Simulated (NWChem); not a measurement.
# Correlation energy of bromine (Br2)

```xyz
2

Br     0.0000     0.0000     1.1492
Br     0.0000     0.0000    -1.1492
```
Charge 0, spin multiplicity 1.

Everything below was run with NWChem. The geometry was optimised at PBE0/def2-SVP, a minimum by its harmonic frequencies.

Basis set: def2-SVP. Each correlation energy counts from its own Hartree-Fock reference.

The Hamiltonian is non-relativistic. The correlated methods keep 18 core orbitals frozen. No row is a measurement; the coupled-cluster row has its own basis-set and correlation limits.

Q: For the correlation energy, CCSD+T(CCSD) gives -475.8 mHa and CR-CCSD(T) gives -473.3 mHa. What do CCSD(T), CCSD, CR-CCSD[T] give?

A: CCSD(T): -475.4 mHa; CCSD: -465.2 mHa; CR-CCSD[T]: -473.7 mHa.
